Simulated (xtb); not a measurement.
C5H9NO, singlet, at a GFN2-xTB geometry; GFN1-xTB in xtb 6.7.1.

xtb was given this input:
```
$ xtb mol.xyz --gfn 1 --opt --json

# file mol.xyz
16

C      2.10718030    -0.10566990     0.05077275
N      0.69270521     0.08905907    -0.09332066
C      0.14997135     0.98033666    -1.08972839
C     -1.32752946     1.09849129    -0.69883366
C     -1.60250964    -0.19679329     0.06324944
C     -0.23541035    -0.62430679     0.57963264
O     -0.00257823    -1.45674522     1.42691988
H      2.59806457     0.83177957     0.32361649
H      2.54565104    -0.47833752    -0.87929269
H      2.25899065    -0.83912003     0.84118692
H      0.27013507     0.54960589    -2.09371243
H      0.67024368     1.94223616    -1.06616009
H     -1.46840915     1.95525366    -0.03929380
H     -1.97158737     1.22354647    -1.56688659
H     -2.30886961    -0.08111558     0.88246881
H     -1.97274293    -0.98564829    -0.59459778
```

Output, abridged:

```
   ID    Z sym.   atoms
    1    6 C      1, 3-6
    2    7 N      2
    3    8 O      7
    4    1 H      8-16

           -------------------------------------------------
          |                Calculation Setup                |
           -------------------------------------------------

           -------------------------------------------------
          |                 G F N 1 - x T B                 |
           -------------------------------------------------

          ...................................................
          :                      SETUP                      :
          :.................................................:
          :  # basis functions                  46          :
          :  # atomic orbitals                  46          :
          :  # shells                           32          :
          :  # electrons                        40          :
          :  # halogen bonds                     0          :
          :  max. iterations                   250          :
          :  Hamiltonian                  GFN1-xTB          :
          :  restarted?                      false          :
          :  GBSA solvation                  false          :
          :  PC potential                    false          :
          :  electronic temp.          300.0000000     K    :
          :  accuracy                    1.0000000          :
          :  -> integral cutoff          0.2500000E+02      :
          :  -> integral neglect         0.1000000E-07      :
          :  -> SCF convergence          0.1000000E-05 Eh   :
          :  -> wf. convergence          0.2000000E-04 e    :
          :  Broyden damping             0.4000000          :
          :  net charge                          0          :
          :  unpaired electrons                  0          :
          ...................................................

 iter      E             dE          RMSdq      gap      omega  full diag
   1    -23.5041994 -0.235042E+02  0.815E+00    5.54       0.0  T
   2    -23.5965512 -0.923518E-01  0.490E+00    5.18       1.0  T
   3    -23.5942912  0.226003E-02  0.129E+00    5.35       1.0  T
   4    -23.6003155 -0.602436E-02  0.143E-01    5.20       1.0  T
   5    -23.6004898 -0.174275E-03  0.242E-02    5.24       1.0  T
   6    -23.6004969 -0.708854E-05  0.468E-03    5.23       5.3  T
   7    -23.6004971 -0.194039E-06  0.629E-04    5.23      39.8  T
   8    -23.6004971 -0.658278E-08  0.315E-04    5.23      79.3  T
   9    -23.6004971 -0.533824E-09  0.521E-05    5.23     479.7  T
  10    -23.6004971  0.521183E-11  0.458E-05    5.23     545.6  T

   *** convergence criteria satisfied after 10 iterations ***

         :::::::::::::::::::::::::::::::::::::::::::::::::::::
         ::                     SUMMARY                     ::
         :::::::::::::::::::::::::::::::::::::::::::::::::::::
         :: total energy             -23.337681807598 Eh    ::
         :: gradient norm              0.015080116006 Eh/a0 ::
         :: HOMO-LUMO gap              5.234223101863 eV    ::
         ::.................................................::
         :: SCC energy               -23.600497085859 Eh    ::
         :: -> electrostatic           0.070434078813 Eh    ::
         :: repulsion energy           0.268983437232 Eh    ::
         :: dispersion energy         -0.006168158971 Eh    ::
         :: halogen bond corr.         0.000000000000 Eh    ::
         :: add. restraining           0.000000000000 Eh    ::
         :: total charge               0.000000000000 e     ::
         :::::::::::::::::::::::::::::::::::::::::::::::::::::

      -----------------------------------------------------------
     |                   =====================                   |
     |                        A N C O P T                        |
     |                   =====================                   |
     |               Approximate Normal Coordinate               |
[...]
 * total energy  :   -23.3376818 Eh     change       -0.2538059E-10 Eh
 * total energy  :   -23.3379819 Eh     change       -0.3000962E-03 Eh
 * total energy  :   -23.3380677 Eh     change       -0.8584136E-04 Eh
 * total energy  :   -23.3381020 Eh     change       -0.3428960E-04 Eh
 * total energy  :   -23.3381358 Eh     change       -0.3378896E-04 Eh
 * total energy  :   -23.3381818 Eh     change       -0.4598579E-04 Eh
 * total energy  :   -23.3382075 Eh     change       -0.2564885E-04 Eh
 * total energy  :   -23.3382122 Eh     change       -0.4705078E-05 Eh
   *** GEOMETRY OPTIMIZATION CONVERGED AFTER 8 ITERATIONS ***
         :: total energy             -23.338212163431 Eh    ::
[...]
        22                         -0.1464819              -3.9860
        23                         -0.1324753              -3.6048
        24                         -0.1215940              -3.3087
        25                         -0.1139766              -3.1015
        26                         -0.1055944              -2.8734
        27                         -0.0864106              -2.3514
        28                         -0.0671417              -1.8270
        29                         -0.0614839              -1.6731
        30                         -0.0507468              -1.3809
        31                          0.0088183               0.2400
       ...                                ...                  ...
        46                          0.7357614              20.0211
      -------------------------------------------------------------
                  HL-Gap            0.1927865 Eh            5.2460 eV
             Fermi-level           -0.3216308 Eh           -8.7520 eV

  Mulliken/CM5 charges         n(s)   n(p)   n(d)
     1C     0.06559 -0.02066   0.980  2.955  0.000
     2N    -0.28043 -0.55087   1.437  3.843  0.000
     3C     0.08165  0.03575   1.011  2.907  0.000
     4C    -0.05539 -0.15668   1.033  3.023  0.000
     5C    -0.09238 -0.18650   1.040  3.052  0.000
     6C     0.46897  0.56788   0.989  2.542  0.000
     7O    -0.55601 -0.60080   1.723  4.833  0.000
     8H     0.03045  0.09154   0.970  0.000  0.000
     9H     0.03062  0.09164   0.969  0.000  0.000
    10H     0.06694  0.13487   0.933  0.000  0.000
    11H     0.03021  0.09390   0.970  0.000  0.000
    12H     0.03211  0.09593   0.968  0.000  0.000
    13H     0.03576  0.09197   0.964  0.000  0.000
    14H     0.03395  0.08898   0.966  0.000  0.000
    15H     0.05504  0.11244   0.945  0.000  0.000
    16H     0.05291  0.11061   0.947  0.000  0.000

Wiberg/Mayer (AO) data.
largest (>0.10) Wiberg bond orders for each atom

 ---------------------------------------------------------------------------
     #   Z sym  total        # sym  WBO       # sym  WBO       # sym  WBO
 ---------------------------------------------------------------------------
     1   6 C    3.951 --     8 H    0.986     9 H    0.985    10 H    0.979
                             2 N    0.948
     2   7 N    3.348 --     6 C    1.232     3 C    0.951     1 C    0.948
                             7 O    0.169
     3   6 C    3.964 --     4 C    1.001    12 H    0.980    11 H    0.976
                             2 N    0.951
     4   6 C    3.997 --     5 C    1.011     3 C    1.001    14 H    0.982
                            13 H    0.981
     5   6 C    3.996 --     4 C    1.011    15 H    0.969    16 H    0.963
                             6 C    0.960
     6   6 C    3.903 --     7 O    1.636     2 N    1.232     5 C    0.960
     7   8 O    1.934 --     6 C    1.636     2 N    0.169
     8   1 H    1.006 --     1 C    0.986
     9   1 H    1.004 --     1 C    0.985
    10   1 H    1.008 --     1 C    0.979
    11   1 H    1.006 --     3 C    0.976
    12   1 H    1.009 --     3 C    0.980
    13   1 H    1.006 --     4 C    0.981
    14   1 H    1.007 --     4 C    0.982
    15   1 H    1.004 --     5 C    0.969
    16   1 H    1.003 --     5 C    0.963
 ---------------------------------------------------------------------------

Topologies differ in total number of bonds
Writing topology from bond orders to xtbtopo.mol

 dipole moment from electron density (au)
     X       Y       Z
   0.0742   1.4118  -1.4497  total (Debye):    5.147

optimized geometry written to: xtbopt.xyz

           -------------------------------------------------
          | TOTAL ENERGY              -23.338212163431 Eh   |
          | GRADIENT NORM               0.000696400718 Eh/α |
          | HOMO-LUMO GAP               5.245989008751 eV   |
           -------------------------------------------------

normal termination of xtb
```
